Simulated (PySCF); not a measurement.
SiOCl2, SMILES O=[Si](Cl)Cl. Atoms are numbered in the order given.

```xyz
4

Si     0.0000     0.0000    -0.5091
O      0.0000     0.0000    -2.0508
Cl     0.0000    -1.6522     0.6922
Cl     0.0000     1.6522     0.6922
```
Charge 0, spin multiplicity 1.

The structure is a stationary point at PBE-D3(BJ)/def2-SVP.

These are PySCF with PBE/def2-TZVPD values and carry that method's errors.

```json
{
  "total_energy": "-1284.70405 hartree",
  "point_group": "C2v",
  "highest_occupied_level": "-7.41 eV",
  "lowest_empty_level": "-3.27 eV",
  "orbital_gap": "4.14 eV",
  "dipole_moment": "2.91 D",
  "quadrupole, principal values (traceless, Buckingham form, about the centre of nuclear charge)": "-9.80, 4.33, 5.47 D·Å",
  "mean_static_polarisability": "58.0 bohr³ (8.60 Å³)",
  "polarisability_principal_values": "43.2, 62.9, 68.0 bohr³"
}
```
